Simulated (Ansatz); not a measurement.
Single points on Zr3O5.

```yaml
crystal:
  periodic: [false, false, false]
  atoms:
    - {symbol: Zr, position_ang: [1.167825, 0.234862, -0.579160]}
    - {symbol: Zr, position_ang: [-2.013998, 0.557618, -0.652321]}
    - {symbol: Zr, position_ang: [-0.512065, -1.979456, 0.773189]}
    - {symbol: O, position_ang: [-2.312248, 1.616870, 0.691637]}
    - {symbol: O, position_ang: [-2.080441, -1.380815, -0.051771]}
    - {symbol: O, position_ang: [2.719280, 1.444205, -0.545530]}
    - {symbol: O, position_ang: [0.958738, -1.774292, -0.387921]}
    - {symbol: O, position_ang: [2.072919, 1.280999, 0.751877]}
basis:
  gaussian: {orbitals: def2-TZVP, initial_orbitals: start.molden}
hamiltonian: {xc: r2scan, dispersion: d4}
scf: {omitted_lower_state_checks: [starts]}
output: {orbitals: {seedname: orbitals}}
```

The file start.molden holds the orbitals of an earlier run on this structure, at another level or in another basis.

```sh
$ ansatz run in.yaml --threads 4 --pin off --events-out ev --progress --plain --max-ram 8704MiB
```

It prints (some lines left out):

```
Functional definition: r2SCAN
1718 factors; their error is unknown
mean field evaluation 1: about -14082.9331 eV, gradient 6.8e0 eV
mean field evaluation 2: about -14083.0462 eV, gradient 1.6e-1 eV
mean field evaluation 4: about -14083.0410 eV, gradient 4.6e-3 eV
mean field -14083.04101737 eV, -517.5422115601 hartree, gradient 1.9e-5 eV, S^2 0.000000; 0 other end points of the search recorded, 0 dependent functions left out
reference -14083.04104505 eV, -517.5422125775 hartree; 38, 38 occupied and 237, 237 virtual orbitals, 1718 factors
Total energy: -14083.11764712 eV, -517.5450276518 hartree
Checks for a lower state left out: starts
```

It took 15 s on 4 threads of Intel Xeon on a shared host.

First input, but with `hamiltonian: {xc: {name: BHLYP}, dispersion: d4}` (abridged; 16 s):

```
Functional definition: BHLYP
mean field -14071.82764884 eV, -517.1301278674 hartree, gradient 2.5e-5 eV, S^2 0.000000
Total energy: -14072.40310746 eV, -517.1512755819 hartree
Checks for a lower state left out: starts
```

As the first input, with `hamiltonian: {xc: lda}` (abridged; 4.8 s):

```
Functional definition: SPW92
mean field -14006.44048843 eV, -514.7271940434 hartree, gradient 2.3e-5 eV, S^2 0.000000
Total energy: -14006.44055945 eV, -514.7271966536 hartree
Checks for a lower state left out: starts
```

The first input with `hamiltonian: {xc: pbe0, dispersion: d4}` (abridged; 14 s):

```
Functional definition: PBE0
mean field -14073.61886076 eV, -517.1959536914 hartree, gradient 1.7e-5 eV, S^2 0.000000
Total energy: -14073.91126107 eV, -517.2066992048 hartree
Checks for a lower state left out: starts
```

First input, but with `hamiltonian: {xc: pbe, dispersion: d4}`, `output: {forces: true, orbitals: {seedname: orbitals}}` (abridged; 9.5 s):

```
Functional definition: PBE
mean field -14077.43499398 eV, -517.3361940005 hartree, gradient 2.3e-5 eV, S^2 0.000000
Total energy: -14077.77044240 eV, -517.3485215028 hartree
Atom 0 force    -0.499436    -0.119380    -0.444652 eV/Å
Atom 1 force     0.174916    -0.254613    -0.898127 eV/Å
Atom 2 force     0.023623    -0.114273     0.309549 eV/Å
Atom 3 force    -0.154040     0.539083     0.766641 eV/Å
Atom 4 force    -0.268538    -0.214323     0.013528 eV/Å
Atom 5 force     0.584929     0.327252    -0.455669 eV/Å
Atom 6 force     0.163940    -0.354363    -0.124498 eV/Å
Atom 7 force    -0.025393     0.190616     0.833229 eV/Å
Dipole moment:    -0.518247    -1.065591    -0.425764 e Å
Checks for a lower state left out: starts
```

First input, but with `gaussian: {orbitals: def2-SVP, initial_orbitals: start.molden}`, `correlation: {method: ccsd_t}` and without the key `hamiltonian` (abridged; 4.1 min):

```
Functional definition: HF
mean field evaluation 16: about -13970.9436 eV, gradient 2.0e1 eV
mean field evaluation 32: about -13972.6898 eV, gradient 7.4e0 eV
mean field evaluation 64: about -13971.8958 eV, gradient 3.9e0 eV
mean field evaluation 96: about -13974.0881 eV, gradient 1.8e1 eV
mean field evaluation 128: about -13966.6352 eV, gradient 2.2e1 eV
mean field -13977.81755404 eV, -513.6753206060 hartree, gradient 2.8e-6 eV, S^2 0.000000; unrestricted orbitals would lower it
mean field evaluation 160: about -13978.0032 eV, gradient 1.7e-1 eV
5 core orbitals not correlated: weight in the atoms' cores, before any rotation towards them, 1.000 or more for the frozen orbitals, at most 0.000 for the correlated occupied ones
second order -46.85501603 eV of doubles, -0.00000000 eV of singles
cycle   1  -42.69715845 eV  change     4.2e0 eV  update   3.6e-1
cycle   2  -45.00301142 eV  change    -2.3e0 eV  update   2.0e-1
cycle   3  -45.52213517 eV  change   -5.2e-1 eV  update   7.7e-2
cycle   4  -45.55803714 eV  change   -3.6e-2 eV  update   3.5e-2
cycle   5  -45.50644084 eV  change    5.2e-2 eV  update   1.6e-2
cycle   6  -45.51336758 eV  change   -6.9e-3 eV  update   8.8e-3
cycle   7  -45.52080940 eV  change   -7.4e-3 eV  update   4.3e-3
cycle   8  -45.51925572 eV  change    1.6e-3 eV  update   2.2e-3
cycle   9  -45.51904255 eV  change    2.1e-4 eV  update   1.3e-3
cycle  10  -45.52148722 eV  change   -2.4e-3 eV  update   7.5e-4
cycle  11  -45.51988743 eV  change    1.6e-3 eV  update   4.9e-4
cycle  12  -45.51898358 eV  change    9.0e-4 eV  update   3.0e-4
cycle  13  -45.51966942 eV  change   -6.9e-4 eV  update   1.7e-4
cycle  14  -45.51938953 eV  change    2.8e-4 eV  update   1.0e-4
cycle  15  -45.51960275 eV  change   -2.1e-4 eV  update   7.3e-5
cycle  16  -45.51972293 eV  change   -1.2e-4 eV  update   3.9e-5
cycle  17  -45.51969680 eV  change    2.6e-5 eV  update   2.6e-5
perturbative correction -2.39170491 eV, -0.0878935341 hartree
Total energy: -14025.72895574 eV, -515.4360321430 hartree
Checks for a lower state left out: starts
```

Geometry: PBE0-D4/def2-SVP.

In the def2 sets Zr takes a core potential; there is no spin–orbit coupling. Correlated methods freeze 5 core orbitals; core or outer-core shells of Zr are correlated, in sets that lack core-valence functions. The structure holds one bond between oxygen atoms, so isomers without such links may lie far lower. The restricted singlet is unstable towards broken spin symmetry in Hartree–Fock (as tested in another run); at r2SCAN-D4/def2-TZVP, BHLYP-D4/def2-TZVP, LDA (SPW92)/def2-TZVP, PBE0-D4/def2-TZVP and others this wasn't settled. At CCSD(T)/def2-SVP the restricted singlet (for correlated methods, its reference) is unstable: a solution with broken spin symmetry lies lower. Another isomer (singlet) lies 5.89 eV lower at PBE0-D4/def2-TZVP; other spin states weren't run for this one.
